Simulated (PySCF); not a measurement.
```xyz
4

Sc     0.0296    -0.0800    -0.0628
Br    -1.7393    -1.6389    -0.6590
Br     2.3650    -0.1903    -0.7325
H     -0.4400     1.3019     0.9859
```

Charge 0, multiplicity 1.

### Question
Give the Mulliken and meta-Löwdin atomic charges from TPSSh-D3(BJ)/def2-TZVP // BP86-D3(BJ)/def2-SVP (PySCF 2.14.0).

### Answer

```json
[
 {"atom": "Sc1", "Mulliken (e)": "0.96", "meta-Löwdin (e)": "1.19"},
 {"atom": "Br2", "Mulliken (e)": "-0.40", "meta-Löwdin (e)": "-0.43"},
 {"atom": "Br3", "Mulliken (e)": "-0.40", "meta-Löwdin (e)": "-0.43"},
 {"atom": "H4", "Mulliken (e)": "-0.17", "meta-Löwdin (e)": "-0.32"}
]
```
